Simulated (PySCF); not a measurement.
C₃H₉GeO (doublet state).
Numbering: `[CH3:1][C:2]([CH3:3])[O:4][GeH3:5]` (hydrogens: H6, H7, H8 on C1; H9, H10, H11 on C3; H12, H13, H14 on Ge5)

Method used: PBE0-D3(BJ)/def2-SVP geometry optimisation, gas phase in PySCF 2.14.0.

Q: List the bond lengths, angles and torsions at this level.

A: 
| bond | length (Å) | order |
| --- | --- | --- |
| C1–C2, C2–C3 | 1.488 | single |
| C2–O4 | 1.364 | single |
| O4–Ge5 | 1.793 | single |
| C1–H6, C3–H10 | 1.111 | single |
| C1–H7 and 3 like bonds | 1.101 | single |
| Ge5–H12, Ge5–H13, Ge5–H14 | 1.538 | single |

Bonds in one row agree within 0.01 Å and their mean is given. Orders are formal, as drawn. A selection of angles:
| angle | degrees |
| --- | --- |
| C2–C1–H6 | 111.9 |
| C2–C1–H7 | 110.4 |
| H6–C1–H7 | 106.9 |
| H7–C1–H8 | 108.8 |
| C1–C2–C3 | 120.8 |
| C1–C2–O4 | 112.8 |
| C3–C2–O4 | 118.2 |
| C2–O4–Ge5 | 124.5 |
| O4–Ge5–H12 | 103.2 |
| O4–Ge5–H13 | 109.1 |
| H12–Ge5–H13 | 112.3 |

Torsions: C1–C2–O4–Ge5 170° (antiperiplanar). The mirror-image conformer, all signs reversed, is as good.

C2 (carbon bonded to 2 C and O) has angles 120.8°, 118.2° and 112.8°, sum 351.8°, 0.24 Å off the plane of its three neighbours. Ge5 (germanium bonded to O and 3 H) is distorted tetrahedral (angles from 103.2° to 112.3°). O4 (oxygen bonded to C and Ge) is bent (angle 124.5°).

Point group: C1 (no symmetry element, even within 0.4 Å). Whether it is a minimum is left open (no frequencies). ⟨S²⟩ = 0.754 (exact for a doublet: 0.75).

The run took 74 s on x86-64 server, one thread, on a shared host. That covers the optimisation of the geometry.
